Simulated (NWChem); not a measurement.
System: C3H7N; SMILES C1CNC1

NWChem printed, in part:

```
             Northwest Computational Chemistry Package (NWChem) 7.3.0
             --------------------------------------------------------

 CS  symmetry detected

                             Geometry "geometry" -> ""
                             -------------------------

 Output coordinates in angstroms (scale by  1.889725989 to convert to a.u.)

  No.       Tag          Charge          X              Y              Z
 ---- ---------------- ---------- -------------- -------------- --------------
    1 C                    6.0000    -0.07319454     1.07284935     0.00000000
    2 C                    6.0000     0.05981852    -0.03750345     1.05051629
    3 N                    7.0000    -0.15543579    -1.03612642     0.00000000
    4 C                    6.0000     0.05981852    -0.03750345    -1.05051629
    5 H                    1.0000     0.70567486     1.83096189     0.00000000
    6 H                    1.0000    -1.04909403     1.54954974     0.00000000
    7 H                    1.0000    -0.70713568    -0.07389257     1.82705576
    8 H                    1.0000     1.04831290    -0.06686498     1.52361994
    9 H                    1.0000     0.47046032    -1.83316630     0.00000000
   10 H                    1.0000     1.04831290    -0.06686498    -1.52361994
   11 H                    1.0000    -0.70713568    -0.07389257    -1.82705576

 Effective nuclear repulsion energy (a.u.)     129.4210243100

      Symmetry information
      --------------------

 Group name             Cs
 Group number              2
 Group order               2
 No. of unique centers     8

                                Z-matrix (autoz)
                                --------

 Units are Angstrom for bonds and degrees for angles

      Type          Name      I     J     K     L     M      Value
      ----------- --------  ----- ----- ----- ----- ----- ----------
    1 Stretch                  1     2                       1.53433
    2 Stretch                  1     4                       1.53433
    3 Stretch                  1     5                       1.08691
    4 Stretch                  1     6                       1.08610
    5 Stretch                  2     3                       1.46532
    6 Stretch                  2     7                       1.09204
    7 Stretch                  2     8                       1.09627
    8 Stretch                  3     4                       1.46532
    9 Stretch                  3     9                       1.01342
   10 Stretch                  4    10                       1.09627
   11 Stretch                  4    11                       1.09204
   12 Bend                     1     2     3                89.40385
   13 Bend                     1     2     7               116.74979
   14 Bend                     1     2     8               113.14301
   15 Bend                     1     4     3                89.40385
   16 Bend                     1     4    10               113.14301
   17 Bend                     1     4    11               116.74979
   18 Bend                     2     1     4                86.42018
   19 Bend                     2     1     5               116.27218
   20 Bend                     2     1     6               113.29851
   21 Bend                     2     3     4                91.60133
   22 Bend                     2     3     9               116.44045
   23 Bend                     3     2     7               112.57640
   24 Bend                     3     2     8               115.06181
   25 Bend                     3     4    10               115.06181
   26 Bend                     3     4    11               112.57640
   27 Bend                     4     1     5               116.27218
   28 Bend                     4     1     6               113.29851
   29 Bend                     4     3     9               116.44045
   30 Bend                     5     1     6               109.73948
   31 Bend                     7     2     8               108.99575
   32 Bend                    10     4    11               108.99575
   33 Torsion                  1     2     3     4          13.72396
   34 Torsion                  1     2     3     9         134.47982
   35 Torsion                  1     4     3     2         -13.72396
   36 Torsion                  1     4     3     9        -134.47982
   37 Torsion                  2     1     4     3          13.11632
   38 Torsion                  2     1     4    10        -104.02872
   39 Torsion                  2     1     4    11         128.24826
   40 Torsion                  2     3     4    10         101.68232
   41 Torsion                  2     3     4    11        -132.61526
   42 Torsion                  3     2     1     4         -13.11632
   43 Torsion                  3     2     1     5        -130.74309
   44 Torsion                  3     2     1     6         100.74586
   45 Torsion                  3     4     1     5         130.74309
   46 Torsion                  3     4     1     6        -100.74586
   47 Torsion                  4     1     2     7        -128.24826
   48 Torsion                  4     1     2     8         104.02872
   49 Torsion                  4     3     2     7         132.61526
   50 Torsion                  4     3     2     8        -101.68232
   51 Torsion                  5     1     2     7         114.12498
   52 Torsion                  5     1     2     8         -13.59804
   53 Torsion                  5     1     4    10          13.59804
   54 Torsion                  5     1     4    11        -114.12498
   55 Torsion                  6     1     2     7         -14.38608
   56 Torsion                  6     1     2     8        -142.10910
   57 Torsion                  6     1     4    10         142.10910
   58 Torsion                  6     1     4    11          14.38608
   59 Torsion                  7     2     3     9        -106.62888
   60 Torsion                  8     2     3     9          19.07354
   61 Torsion                  9     3     4    10         -19.07354
   62 Torsion                  9     3     4    11         106.62888

                           NWChem Geometry Optimization
                           ----------------------------

 maximum gradient threshold         (gmax) =   0.000450
 rms gradient threshold             (grms) =   0.000300
 maximum cartesian step threshold   (xmax) =   0.001800
 rms cartesian step threshold       (xrms) =   0.001200
 fixed trust radius                (trust) =   0.300000
 source of zmatrix                         =   autoz

          -------------------
          Energy Minimization
          -------------------

 Using diagonal initial Hessian
 Scaling for Hessian diagonals: bonds = 1.00  angles = 0.25  torsions = 0.10

          --------
          Step   0

                                 NWChem DFT Module
                                 -----------------

 Summary of "ao basis" -> "ao basis" (spherical)
 ------------------------------------------------------------------------------
       Tag                 Description            Shells   Functions and Types
 ---------------- ------------------------------  ------  ---------------------
 C                          def2-svp                 6       14   3s2p1d
 N                          def2-svp                 6       14   3s2p1d
 H                          def2-svp                 3        5   2s1p

      Symmetry analysis of basis
      --------------------------

        a'         56
        a"         35

            General Information
            -------------------
          SCF calculation type: DFT
          Wavefunction type:  closed shell.
          No. of atoms     :    11
          No. of electrons :    32
           Alpha electrons :    16
            Beta electrons :    16
          Charge           :     0
          Spin multiplicity:     1
          Use of symmetry is: on ; symmetry adaption is: on
          Maximum number of iterations: 150
          AO basis - number of functions:    91
                     number of shells:    45
          Convergence on energy requested:  1.00D-06
          Convergence on density requested:  1.00D-05
          Convergence on gradient requested:  5.00D-04

              XC Information
              --------------
                         PBE0 Method XC Functional
                     Hartree-Fock (Exact) Exchange  0.250
          PerdewBurkeErnzerhof Exchange Functional  0.750
            Perdew 1991 LDA Correlation Functional  1.000 local
           PerdewBurkeErnz. Correlation Functional  1.000 non-local

             Grid Information
             ----------------
          Grid used for XC integration:  medium
          Radial quadrature: Mura-Knowles
          Angular quadrature: Lebedev.
          Tag              B.-S. Rad. Rad. Pts. Rad. Cut. Ang. Pts.
          ---              ---------- --------- --------- ---------
          C                   0.70       49           9.0       434
          N                   0.65       49           9.0       434
          H                   0.35       45          10.0       434
          Grid pruning is: on
          Number of quadrature shells:   372
          Spatial weights used:  Erf1

      Superposition of Atomic Density Guess
      -------------------------------------

 Sum of atomic energies:        -170.61356623

      Non-variational initial energy
      ------------------------------

 Total energy =    -173.575158
 1-e energy   =    -484.433395
 2-e energy   =     181.437212
 HOMO         =      -0.275455
 LUMO         =       0.093174

      Symmetry analysis of molecular orbitals - initial
      -------------------------------------------------

  Numbering of irreducible representations:

     1 a'          2 a"

  Orbital symmetries:

     1 a'          2 a'          3 a'          4 a"          5 a'
     6 a'          7 a"          8 a'          9 a'         10 a'
    11 a"         12 a"         13 a'         14 a'         15 a"
    16 a'         17 a'         18 a'         19 a'         20 a"
    21 a'         22 a'         23 a"         24 a"         25 a'
    26 a"

   convergence    iter        energy       DeltaE   RMS-Dens  Diis-err
 ---------------- ----- ----------------- --------- --------- ---------
 d= 0,ls=0.0,diis     1   -172.8699674613 -3.02D+02  7.83D-03  2.92D-01
 d= 0,ls=0.0,diis     2   -172.8914565436 -2.15D-02  3.95D-03  1.30D-01
 d= 0,ls=0.0,diis     3   -172.9021622643 -1.07D-02  1.19D-03  3.28D-02
 d= 0,ls=0.0,diis     4   -172.9055832990 -3.42D-03  2.24D-04  3.66D-04
 d= 0,ls=0.0,diis     5   -172.9056206510 -3.74D-05  5.53D-05  4.10D-05
  Resetting Diis
 d= 0,ls=0.0,diis     6   -172.9056255099 -4.86D-06  1.57D-05  1.56D-06
 d= 0,ls=0.0,diis     7   -172.9056256956 -1.86D-07  5.11D-06  4.68D-08

         Total DFT energy =     -172.905625695576
      One electron energy =     -488.529019452756
           Coulomb energy =      211.822480514249
    Exchange-Corr. energy =      -25.620111067105
 Nuclear repulsion energy =      129.421024310036

 Numeric. integr. density =       31.999993447033

                  Occupations of the irreducible representations
                  ----------------------------------------------

                     irrep           alpha         beta
                     --------     --------     --------
                     a'               11.0         11.0
                     a"                5.0          5.0

[...]

      ----------------------
      Optimization converged
      ----------------------

  Step       Energy      Delta E   Gmax     Grms     Xrms     Xmax
  ---- ---------------- -------- -------- -------- -------- --------
@   10    -172.90692189 -4.6D-07  0.00003  0.00001  0.00052  0.00128
                                     ok       ok       ok       ok

                                Z-matrix (autoz)
                                --------

 Units are Angstrom for bonds and degrees for angles

[...]

 Rotational Constants
 --------------------
 A=   0.386390 cm-1  (  0.555917 K)
 B=   0.384841 cm-1  (  0.553688 K)
 C=   0.223068 cm-1  (  0.320938 K)

 Temperature                      =   298.15K
 frequency scaling parameter      =   1.0000

 Zero-Point correction to Energy  =   62.814 kcal/mol  (  0.100100 au)
 Thermal correction to Energy     =   65.318 kcal/mol  (  0.104091 au)
 Thermal correction to Enthalpy   =   65.910 kcal/mol  (  0.105035 au)

 Total Entropy                    =   65.058 cal/mol-K
   - Translational                =   38.028 cal/mol-K (mol. weight =  57.0578)
   - Rotational                   =   23.391 cal/mol-K (symmetry #  =        1)
   - Vibrational                  =    3.639 cal/mol-K

 Cv (constant volume heat capacity) =   13.607 cal/mol-K
   - Translational                  =    2.979 cal/mol-K
   - Rotational                     =    2.979 cal/mol-K
   - Vibrational                    =    7.648 cal/mol-K

[normal modes left out]

 ----------------------------------------------------------------------------
 Normal Eigenvalue ||           Projected Infra Red Intensities
  Mode   [cm**-1]  || [atomic units] [(debye/angs)**2] [(KM/mol)] [arbitrary]
 ------ ---------- || -------------- ----------------- ---------- -----------
    1       -0.000 ||    0.000035           0.001         0.034       0.022
    2       -0.000 ||    0.001066           0.025         1.039       0.659
    3        0.000 ||    0.000083           0.002         0.081       0.051
    4        0.000 ||    0.000655           0.015         0.639       0.405
    5        0.000 ||    0.000007           0.000         0.007       0.004
    6        0.000 ||    0.000781           0.018         0.761       0.483
    7      211.599 ||    0.002808           0.065         2.737       1.737
    8      637.485 ||    0.074422           1.717        72.550      46.041
    9      748.906 ||    0.035929           0.829        35.025      22.228
   10      843.900 ||    0.000072           0.002         0.070       0.044
   11      929.916 ||    0.020644           0.476        20.124      12.771
   12      958.382 ||    0.000516           0.012         0.503       0.319
   13      980.099 ||    0.001742           0.040         1.698       1.077
   14     1067.270 ||    0.005465           0.126         5.328       3.381
   15     1092.361 ||    0.008690           0.200         8.471       5.376
   16     1134.984 ||    0.019059           0.440        18.580      11.791
   17     1162.534 ||    0.005122           0.118         4.994       3.169
   18     1197.861 ||    0.000035           0.001         0.034       0.022
   19     1209.231 ||    0.000160           0.004         0.156       0.099
   20     1267.141 ||    0.007006           0.162         6.830       4.335
   21     1276.514 ||    0.007941           0.183         7.741       4.913
   22     1364.405 ||    0.000245           0.006         0.239       0.152
   23     1393.603 ||    0.023487           0.542        22.896      14.530
   24     1457.654 ||    0.004242           0.098         4.135       2.624
   25     1489.154 ||    0.002409           0.056         2.348       1.490
   26     1522.380 ||    0.001803           0.042         1.758       1.115
   27     2994.907 ||    0.101496           2.342        98.943      62.791
   28     3001.944 ||    0.069412           1.601        67.666      42.942
   29     3080.057 ||    0.038803           0.895        37.827      24.006
   30     3080.834 ||    0.051450           1.187        50.156      31.830
   31     3106.377 ||    0.026506           0.612        25.840      16.398
   32     3173.710 ||    0.018586           0.429        18.118      11.498
   33     3576.494 ||    0.002738           0.063         2.670       1.694
 ----------------------------------------------------------------------------
```

Level: PBE0/def2-SVP. 

Q: Which NWChem input produces such a log?

A: Several could match; the one computed here: the input that was run:
```
start job
memory heap 200 mb stack 900 mb global 1100 mb
geometry units angstroms
  C     -0.065993     1.026188    -0.380288
  C      1.043900     0.086877     0.109602
  N      0.071689    -1.008066     0.165053
  C     -1.049884    -0.073307     0.040699
  H     -0.155806     1.976775     0.139029
  H     -0.043599     1.194895    -1.452976
  H      1.861330    -0.113105    -0.586367
  H      1.464035     0.384309     1.077502
  H      0.088371    -1.584558     0.998358
  H     -1.572692     0.151987     0.977569
  H     -1.780175    -0.391695    -0.706201
end
basis spherical
  * library def2-svp
end
dft
  xc pbe0
  iterations 150
end
driver
  maxiter 120
end
task dft optimize
task dft freq
```
